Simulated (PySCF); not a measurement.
Assigning NMR signals

Atoms are numbered as in `[CH3:1][C@@H:2]1[CH2:3][P@:4]1(=[O:5])[CH:6]1[CH2:7][CH2:8][CH2:9]1` (H(Xn): hydrogen on atom n). Ha(C3) is cis to C1 on the ring; Ha(C7), Ha(C8), Ha(C9) are cis to P4 on the ring; Hb(C3) is trans to C1 on the ring; Hb(C7), Hb(C8), Hb(C9) are trans to P4 on the ring.

Fast rotation and ring inversion assumed for equivalent nuclei, one conformer, in vacuum, non-relativistic. NMR shieldings at PBE0/pcSseg-1/GIAO; geometry from GFN2-xTB; PySCF 2.14.

Chemical shifts δ = σref − σ; 13C (σ = 186.93 ppm), 1H (σ = 31.72 ppm) against TMS, all at this level.

(1) Assign these signals to the numbered atoms. 13C{1H} NMR (computed): δ 32.6, 22.6, 21.2, 21.2, 21.0, 19.9, 17.8.

(2) Assign these signals to the numbered atoms. 1H NMR (600 MHz, computed): δ 3.04 (m, 1H), 2.87 (m, 1H), 2.32 (m, 1H), 2.16 (m, 1H), 2.11 (m, 1H), 2.09 (m, 1H), 2.08 (m, 1H), 1.96 (m, 1H), 1.86 (m, 1H), 1.08 (m, 3H), 0.18 (m, 1H).

## Answers

(1) 
32.6 → C6, sp3 CH bonded to P
22.6 → C2, three-membered-ring carbon: carbons of three-membered rings are unusually shielded
21.2 → C3, three-membered-ring carbon
21.2 → C8, sp3 CH2 in a ring: saturated and bonded to C and H only
21.0 → C9, sp3 CH2 in a ring
19.9 → C7, sp3 CH2 in a ring
17.8 → C1, methyl carbon: aliphatic region, no heteroatom directly attached

C2 and C3; C3 and C8; C8 and C9; C9 and C7 lie closer than the usual error of such a calculation, so a measured spectrum could show them in the other order.

(2) 
| δ (ppm) | atoms | environment | reason |
| --- | --- | --- | --- |
| 3.04 | Ha(C7) | hydrogen on an sp3 CH2 in a ring | – |
| 2.87 | Ha(C9) | hydrogen on an sp3 CH2 in a ring | – |
| 2.32 | Hb(C8) | hydrogen on an sp3 CH2 in a ring | – |
| 2.16 | Ha(C8) | hydrogen on an sp3 CH2 in a ring | – |
| 2.11 | H(C6) | hydrogen on an sp3 CH bonded to P | – |
| 2.09 | Hb(C7) | hydrogen on an sp3 CH2 in a ring | – |
| 2.08 | Hb(C9) | hydrogen on an sp3 CH2 in a ring | – |
| 1.96 | H(C2) | hydrogen on a three-membered-ring carbon | – |
| 1.86 | Hb(C3) | hydrogen on a three-membered-ring carbon | – |
| 1.08 | H(C1) | hydrogen on a methyl carbon | – |
| 0.18 | Ha(C3) | hydrogen on a three-membered-ring carbon | cyclopropane-type protons are shielded by the ring |

Ha(C8) and H(C6); H(C6) and Hb(C7); Hb(C7) and Hb(C9); Hb(C9) and H(C2); H(C2) and Hb(C3) lie closer than the usual error of such a calculation, so a measured spectrum could show them in the other order.

Splittings by 31P in the carbon and heteronuclear signals aren't shown, as no couplings were computed. Shifts are as computed. Against solution values, carbons near 30 ppm lie about +3 ppm off and those near 130 ppm about +5 ppm. Of 1211 compounds with measured shifts, 218 miss one by over three times the rms of a fit or turn the order of signals round; such compounds aren't used in these exercises. Multiplicities follow the n + 1 count of equivalent neighbours, as no J values were calculated; m marks all less simple cases, F and P coupling included.
